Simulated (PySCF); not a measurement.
Start geometry of `n1(c(ccc1Cl)C)C` from GFN2-xTB (Å):
```
atom  x, y, z in Å
C1    -1.9485   -0.2661    0.0120
C2    -0.4911   -0.5594   -0.0035
C3     0.1677   -1.7610   -0.0177
C4     1.5517   -1.4949   -0.0188
C5     1.6781   -0.1335   -0.0063
Cl6    3.1050    0.8176    0.0036
N7     0.4423    0.4418    0.0023
C8     0.1524    1.8468    0.0048
H9    -2.2259    0.2908    0.9078
H10   -2.5035   -1.1994   -0.0020
H11   -2.2404    0.3256   -0.8563
H12   -0.2867   -2.7313   -0.0255
H13    2.3493   -2.2089   -0.0269
H14   -0.4204    2.1206   -0.8840
H15   -0.4258    2.1181    0.8907
H16    1.0883    2.4021    0.0084
```

Problem. What comes out of this run: PBE0-D3(BJ)/def2-SVP geometry optimisation, gas phase (PySCF 2.14.0)?

Solution. 
```
atom  x, y, z in Å
C1    -1.3445   -0.0869    0.0977
C2     0.1110   -0.3884    0.0873
C3     0.7779   -1.5965    0.0735
C4     2.1735   -1.3323    0.0699
C5     2.3030    0.0365    0.0817
Cl6    3.7321    0.9841    0.0837
N7     1.0572    0.6146    0.0924
C8     0.7648    2.0230    0.1037
H9    -1.6503    0.4767    0.9957
H10   -1.9138   -1.0255    0.0857
H11   -1.6574    0.5038   -0.7802
H12    0.3025   -2.5756    0.0670
H13    2.9930   -2.0461    0.0602
H14    0.1906    2.3152   -0.7890
H15    0.1867    2.2994    0.9989
H16    1.7078    2.5820    0.1107
```

The energy falls by 0.96 kcal/mol over 5 energy and gradient evaluations, the largest force component goes from 0.0137 to 3.5e-04 Eh/bohr, and the atoms move by 0.020 Å rms after alignment. Among the bonds, C3–H12 and C4–H13 change most and about equally (+0.016 to +0.017 Å). Bonds longer at the end by more than 0.005 Å: 13 of 16; shorter: 0. Rotational constants go from 3374, 1336, 968.9 to 3343, 1323, 959.5 MHz. The orientation of the end geometry is arbitrary; only internal coordinates are fixed.

The run used 156 basis functions and 33 SCF cycles in all. On Arm Neoverse V1, one thread, on a shared host, this took 40 s and 0.66 GiB of memory at its peak.

Whether it is a minimum is left open (no frequencies).
